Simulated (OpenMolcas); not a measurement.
## Lines of C I: computed and rescaled rates

```
Program             : OpenMolcas
Method              : SS-CASPT2, IPEA 0.25 Eh, imaginary shift 0.1 Eh (closed shells correlated: 1s 2s)
Basis               : ANO-R3 [4s4p2d1f]
Scalar Hamiltonian  : X2C, finite nucleus
Active space        : 2 electrons in 3 orbitals (2p)
State averaging     : 2S+1 = 3 even, 3 roots; 2S+1 = 1 even, 6 roots
Spin-orbit coupling : RASSI with atomic mean-field integrals over the reference wave functions, term energies averaged over their components
```

Rates come from the transition moments of the reference wave functions (E1 and E2 in the length form). At fixed line strength A goes as λ^-3 for E1 and M1 and as λ^-5 for E2, so a rate at the computed wavelength can be rescaled to the measured one. Measured vacuum wavelengths follow from level energies in NIST Handbook of Basic Atomic Spectroscopic Data. Branching counts decays inside the model space alone, at computed energies, and the table is only a selection of the E2 and M1 lines, drawn from those between levels with measured partners whose computed energy lies within a factor of 1.5 of the measured one.

```tsv
Upper	Lower	Type	λ computed (nm)	λ measured (nm)	A computed (s-1)	A rescaled (s-1)	Branching %
2s² 2p² ¹D₂	2s² 2p² ³P₂	M1	976.8	985.3	1.87e-04		74.4
2s² 2p² ¹D₂	2s² 2p² ³P₁	M1	973.9	982.7	6.30e-05		25.0
2s² 2p² ¹S₀	2s² 2p² ¹D₂	E2	780.4	873	1.05e+00	5.99e-01	99.8
```

Spin-changing lines and M1 lines between different terms are not rescaled, since their strength hangs on the term gaps too.

The largest correction is for 2s² 2p² ¹S₀ → 2s² 2p² ¹D₂ (E2): 1.05e+00 × (780.4 / 873)^5 = 5.99e-01 s-1, a factor of 0.57.

No measured rate stands beside these. Rescaling mends the energy factor alone: line strengths can still be far off where a level mixes with configurations outside the active space, and weak or spin-changing lines hang on small mixing coefficients that depend on the term gaps too, so rescaling need not improve them.

CASPT2 does not keep the components of a term degenerate, so their means are used; among the terms shown or strongly mixed into the levels shown the widest spread is 76 cm-1 (2s² 2p² ¹D). With the s shell closed, the reference lacks s² → p² mixing. Measured partners are found by configuration, term and J. A level has none where our copy of the source lacks it or the pairing is in doubt (some pairs that miss far off the trend of their configuration count as doubtful). Levels of configurations outside the active space are missing.
